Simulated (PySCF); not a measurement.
**The second ionisation energy along the lanthanides**

All values are computed (PySCF 2.14, energy differences of UHF-based or UKS calculations, no spin-orbit coupling). Values in eV. The last column holds reference values (NIST; (s) semi-empirical, (t) theoretical, else measured). Unmarked ones compare directly (S terms, centres of terms, or small fine structure); those marked * lie between the lowest fine-structure levels and include a spin-orbit shift.

```
                                                                              element                 configurations     UHF     LDA     PBE    PBE0  r2SCAN  SCS-MP2 (valence)            reference
   La (x2c-TZVPPall with one added diffuse shell each of s, p, d type, spin-free X2C)            [Xe] 5d2 → [Xe] 5d1  10.424  11.444  11.417  11.331  11.366             10.798             11.185 *
Pr (x2c-TZVPPall with one added diffuse shell each of s, p, d, f type, spin-free X2C)        [Xe] 4f3 6s1 → [Xe] 4f3   9.892  11.039  10.848  10.656  10.583             10.406  10.631 ± 0.02 (s) *
Pm (x2c-TZVPPall with one added diffuse shell each of s, p, d, f type, spin-free X2C)        [Xe] 4f5 6s1 → [Xe] 4f5  10.185  11.388  11.200  10.989  10.954             10.722  10.938 ± 0.02 (s) *
Sm (x2c-TZVPPall with one added diffuse shell each of s, p, d, f type, spin-free X2C)        [Xe] 4f6 6s1 → [Xe] 4f6  10.325  11.552  11.365  11.146  11.122             10.871  11.078 ± 0.02 (s) *
Tb (x2c-TZVPPall with one added diffuse shell each of s, p, d, f type, spin-free X2C)        [Xe] 4f9 6s1 → [Xe] 4f9  10.702  11.981  11.782  11.553  11.527             11.352  11.513 ± 0.02 (s) *
Dy (x2c-TZVPPall with one added diffuse shell each of s, p, d, f type, spin-free X2C)      [Xe] 4f10 6s1 → [Xe] 4f10  10.816  12.109  11.906  11.674  11.641             11.494  11.647 ± 0.02 (s) *
Ho (x2c-TZVPPall with one added diffuse shell each of s, p, d, f type, spin-free X2C)      [Xe] 4f11 6s1 → [Xe] 4f11  10.932  12.240  12.033  11.798  11.762             11.638  11.781 ± 0.02 (s) *
   Lu (x2c-TZVPPall with one added diffuse shell each of s, p, d type, spin-free X2C)  [Xe] 4f14 6s2 → [Xe] 4f14 6s1  12.620  14.361  14.082  13.881  13.721             13.889     14.13 ± 0.05 (s)
```

For Pr, Pm, Tb, Dy, Ho a determinant mixes LS terms or the coupling is close to jj, so these rows are model values.

"Valence" correlates the outer s and p shells and, in groups 3 to 12 and the f block, the outer d or f shell, open or full, or the next shell where the ion has no valence electron left; the wider scheme adds the next inner shell.
